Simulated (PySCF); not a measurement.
Broadened absorption spectrum of BEt2(SiH3)

BEt2(SiH3), C4H13BSi.
Z-matrix (Å and degrees, PBE0-D3(BJ)/def2-SVP geometry), rows numbered from 1:
```
B 
C   1  1.5722
C   2  1.5393  1  106.98
H   2  1.1041  1  111.72  3  -119.45
H   2  1.1027  1  112.52  3   119.26
H   3  1.1009  2  111.22  1  -178.17
H   3  1.1019  2  111.80  1   -58.36
H   3  1.1020  2  111.76  1    61.87
C   1  1.5712  2  120.48  3    99.86
C   9  1.5399  1  105.82  2    89.85
H   9  1.1043  1  111.35  2   -28.53
H   9  1.1023  1  113.71  2  -150.65
H  10  1.1009  9  111.18  1  -179.10
H  10  1.1018  9  111.78  1   -59.22
H  10  1.1020  9  111.73  1    61.17
Si  1  2.0352  2  120.09  3   -78.40
H  16  1.4997  1  114.17  2   -26.87
H  16  1.5003  1  112.71  2  -150.30
H  16  1.5037  1  108.44  2    92.18
```

Computed with PySCF 2.14.0, density-fitted response routines, TDDFT PBE0/def2-SVPD, vertical, gas phase, core orbitals frozen in the response.

Computed states:

| state | E (eV) | f |
| --- | --- | --- |
| S1 | 4.47 | 0.0027 |
| S2 | 5.31 | 0.0042 |
| S3 | 6.61 | 0.0038 |
| S4 | 6.82 | 0.058 |
| S5 | 6.88 | 0.011 |
| S6 | 7.11 | 0.0046 |
| S7 | 7.22 | 0.0009 |
| S8 | 7.40 | 0.011 |
| S9 | 7.57 | 0.0047 |
| S10 | 7.59 | 0.0059 |

Broadening: Gaussians 0.5 eV wide at half height, area fixed by f = 4.319×10⁻⁹ ∫ε dν̃. The width is an assumption, not a result. The curve ends short of the highest state used, and states not computed would add to its high-energy end.

(1) What does the envelope look like, and where are its maxima?

(2) Does any computed singlet lie in the visible range?

(3) On this curve, what absorbance would a 10⁻³ mol/L sample give at 254 nm over a 1 cm path?

(4) Coming from long wavelengths, where does ε first pass 100 L mol⁻¹ cm⁻¹?

Answers

(1) 
E (eV), ε (L mol⁻¹ cm⁻¹) and a bar:
```
     3.72          0 
     3.78          1 
     3.84          2 
     3.90          4 
     3.96          8 
     4.02         15 
     4.08         26 
     4.14         43 
     4.20         64 
     4.26         88 #
     4.32        112 #
     4.38        132 #
     4.43        142 #
     4.49        144 #
     4.55        135 #
     4.61        118 #
     4.67         96 #
     4.73         74 #
     4.79         58 
     4.85         51 
     4.91         56 
     4.97         72 #
     5.03        100 #
     5.09        135 #
     5.15        171 #
     5.21        203 ##
     5.27        222 ##
     5.33        225 ##
     5.39        210 ##
     5.45        181 #
     5.50        151 #
     5.56        112 #
     5.62         77 #
     5.68         49 
     5.74         29 
     5.80         16 
     5.86          8 
     5.92          5 
     5.98          5 
     6.04         10 
     6.10         22 
     6.16         48 
     6.22        100 #
     6.28        195 #
     6.34        357 ###
     6.40        614 #####
     6.46        989 #######
     6.51       1398 ###########
     6.57       1987 ###############
     6.63       2631 ####################
     6.69       3244 ########################
     6.75       3721 ############################
     6.81       3973 ##############################
     6.87       3954 ##############################
     6.93       3680 ############################
     6.99       3225 ########################
```

Maxima: 277 nm (4.47 eV), ε about 140, made up of S1 (100%); 234 nm (5.31 eV), ε about 230, made up of S2 (100%); 181 nm (6.84 eV), ε about 4000, made up of S4 (79%) and S5 (15%) (ε in L mol⁻¹ cm⁻¹; maxima over ε = 5, shares over 10%).

(2) No computed singlet lies in the visible range (380 to 750 nm); the lowest, at 277 nm, stands 1.21 eV above its violet end (3.26 eV).

(3) 254 nm is 4.881 eV, where ε is about 52 L mol⁻¹ cm⁻¹, so A = ε c l ≈ 0.052 (Beer–Lambert, with the gas-phase spectrum and the assumed width).

(4) At about 289 nm (4.29 eV), 0.18 eV below S1.

One conformer stands for the species.
